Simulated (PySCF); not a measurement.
## Correlation energy of Pt²⁺ (platinum, charge +2)

[Xe] 4f14 5d7 6s1, high-spin 5F determinant (an excited configuration). All numbers are calculated (PySCF 2.14, scalar relativity through the core potential, in aug-cc-pVTZ-PP with ECP60MDF). Frozen: 5s2 5p6; 8 electrons correlated.

```json
{"level": "CCSD", "correlation energy (mhartree)": "-185.76"}
{"level": "(T)", "correlation energy (mhartree)": "-5.16"}
{"level": "CCSD(T)", "correlation energy (mhartree)": "-190.92"}
```

Diagnostics: T1 = 0.0052, D1 = 0.0175, largest double amplitude 0.019.

Spin-orbit coupling, absent here, splits the open shell strongly.

Cost of the coupled-cluster step: about 40 core-seconds, for 8 correlated electrons.
